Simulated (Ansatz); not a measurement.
Species: SiNH₃F, charge 0, doublet. SiNH3F (SMILES F[SiH2][NH], doublet).
B3LYP-D3(BJ)/def2-TZVP minimum from Ansatz (a quantum-chemistry and plane-wave program):
```
Si
F 1 1.6067
N 1 1.7253 2 115.80
H 3 1.0201 1 119.77 2 0.00
H 1 1.4771 2 107.53 3 -119.32
H 1 1.4771 5 112.48 2 118.20
```
Charge 0, spin multiplicity 2.

Wanted: atomisation energy (electronic, to ground-state atoms), in kJ/mol. Radicals and triplets start from unrestricted determinants; spin-orbit coupling is neglected. CBS(X,Y): correlation extrapolated as X^-3, Hartree-Fock from the larger set. A bracket is a step between two methods taken in the basis named. Functionals run without relativity, which enters their misses. Double hybrids freeze cores in their MP2 part. 'core' is core correlation in cc-pwCVTZ (1s frozen past Ne), 'X2C' scalar relativity in cc-pVTZ-DK, both at CCSD(T). Where a partner has so few electrons that a lower coupled-cluster level is exact, that level stands in.

CCSD(T)/CBS(cc-pV(T+d)Z,cc-pV(Q+d)Z) + [CCSDT(Q) - CCSD(T)]/cc-pV(D+d)Z + core + X2C (Ansatz) gives 1939.1 kJ/mol.

**Question.** How far off this value is PBE/def2-TZVPD (Ansatz), in which direction, and which of these levels come nearer: r2SCAN/def2-TZVPD, B3LYP/def2-TZVPD, PBE0/def2-TZVPD, wB97M-V/def2-TZVPD, B2PLYP/def2-TZVPD, CCSD(T)/CBS(cc-pV(T+d)Z,cc-pV(Q+d)Z) + core + X2C?

**Answer.** PBE gives 1944.9 kJ/mol, 5.8 kJ/mol above it. Differences of the others: r2SCAN/def2-TZVPD (Ansatz) -5.9; B3LYP/def2-TZVPD (Ansatz) -8.9; PBE0/def2-TZVPD (Ansatz) -36.7; wB97M-V/def2-TZVPD (Ansatz) -0.8; B2PLYP/def2-TZVPD (Ansatz) -27.4; CCSD(T)/CBS(cc-pV(T+d)Z,cc-pV(Q+d)Z) + core + X2C (Ansatz) -2.5 kJ/mol. Nearer than PBE: wB97M-V/def2-TZVPD, CCSD(T)/CBS(cc-pV(T+d)Z,cc-pV(Q+d)Z) + core + X2C.
